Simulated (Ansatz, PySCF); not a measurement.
Dimer: CH4O (SMILES CO) (first 6 atoms) with CHN (SMILES C#N); geometry from B3LYP-D3(BJ)/def2-TZVP.
(charge 0, multiplicity 1):
```xyz
9

C      0.070     0.085    -0.294
O     -0.825    -0.337     0.735
H      0.714    -0.732    -0.629
H      0.694     0.868     0.135
H     -0.470     0.498    -1.150
H     -1.391    -1.038     0.399
C     -0.146     0.296     3.636
N      0.167     0.567     4.706
H     -0.436     0.040     2.629
```

Basis-set superposition error: the interaction energy with monomers in their own basis, and in the dimer's basis (counterpoise).

Codes used: Ansatz (an electronic-structure program); PySCF for 6-31G* rows. 

```tsv
level	uncorrected (kcal/mol)	counterpoise (kcal/mol)	difference
HF/aug-cc-pVQZ	-4.84	-4.81	0.03
SVWN5/def2-TZVPPD	-8.15	-8.07	0.07
PBE/def2-TZVPPD	-5.30	-5.24	0.06
revPBE/def2-TZVPPD	-3.75	-3.68	0.06
PBE0/def2-TZVPPD	-5.58	-5.54	0.05
BHLYP/def2-TZVPPD	-5.86	-5.82	0.04
wB97M-V/def2-TZVPPD	-5.87	-5.82	0.05
MP2/6-31G*	-7.35	-5.69	1.66
MP2/aug-cc-pVQZ	-6.05	-5.77	0.28
CCSD(T)/aug-cc-pVDZ	-6.17	-5.01	1.16
```

The error is largest for MP2/6-31G* (1.66 kcal/mol) and smallest for HF/aug-cc-pVQZ (0.03 kcal/mol).
